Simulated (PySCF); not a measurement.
Si(OMe)(SiH3), SMILES CO[Si][SiH3] (CH6OSi2) (PBE0/def2-SVP optimised geometry):

```
10

Si    -0.405    -1.108     0.000
O     -0.558     0.559     0.000
C     -1.789     1.240     0.004
H     -1.851     1.882     0.897
H     -1.854     1.887    -0.885
H     -2.651     0.547     0.004
Si     2.020    -1.108     0.000
H      2.512    -1.837     1.218
H      2.651     0.250    -0.026
H      2.517    -1.887    -1.185
```

Level of theory: PBE0/def2-TZVP (PySCF).

**Question.** What are the frontier orbital energies and the dipole moment?

**Answer.** HOMO-2 -9.27 eV, HOMO-1 -9.06 eV, HOMO -6.04 eV, LUMO -2.36 eV, LUMO+1 -0.31 eV; dipole moment 1.84 D.

On the same geometry PBE/def2-TZVP in PySCF gives HOMO-2 -7.82 eV, HOMO-1 -7.66 eV, HOMO -5.04 eV, LUMO -3.16 eV, LUMO+1 -1.12 eV; dipole moment 1.92 D.

Meta-Löwdin charges at PBE0/def2-TZVP: Si1 0.38, O2 -0.54, C3 -0.12, H4 0.12, H5 0.12, H6 0.10, Si7 0.15, H8 -0.07, H9 -0.07, H10 -0.07.
